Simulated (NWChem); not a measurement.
System: SnF₄; SMILES [F][Sn]([F])([F])[F]

def2 effective core potentials on Sn; no spin-orbit coupling.

Problem. Give the equilibrium geometry at PBE0/def2-SVP with def2 effective core potentials on Sn (NWChem) as a list of bonds and angles, with the point group.

Solution. point group Td; any orientation.
Bonded distances (Å): F1–Sn2 1.902, Sn2–F3 1.902, Sn2–F4 1.902, Sn2–F5 1.902. Bond angles (°): F1–Sn2–F3 109.4, F1–Sn2–F4 109.5, F1–Sn2–F5 109.5, F3–Sn2–F4 109.5, F3–Sn2–F5 109.5, F4–Sn2–F5 109.4.
